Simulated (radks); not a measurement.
Question: These are the eigenvalues of the occupied orbitals of an atom or ion with whole-number occupations (Ry). Calculated with a radial shooting solver on a logarithmic mesh with Libxc functionals: scalar-relativistic Kohn-Sham, LB94 model potential, spin-polarised, spherical densities, finite nucleus; Fermi nuclear charge, rms radius of each element as measured or else 0.836 A^(1/3) + 0.57 fm.

| orbital | eigenvalue |
|---|---|
| 1s down | -782.0565 |
| 1s up | -782.0520 |
| 2s down | -119.0682 |
| 2s up | -119.0305 |
| 2p down | -107.0906 |
| 2p up | -107.0550 |
| 3s up | -32.71421 |
| 3s down | -32.42798 |
| 3p up | -28.99502 |
| 3p down | -28.71462 |
| 3d up | -23.16300 |

Which element is it, and in what charge state? The configuration may be excited. Open shells, if any, are filled with parallel spins first.

Answer: Z = 31, gallium, charge +11: Ga11+ in [Ar] 3d2. The list shows which subshells hold electrons but not how many an open one holds; the 1s level, -391.03 hartree, gives Z - s = 28.0 by -(Z - s)^2/2, which with screening and relativity narrows Z to a few neighbours, and the depths of the outer levels then fix element, charge and occupations together.
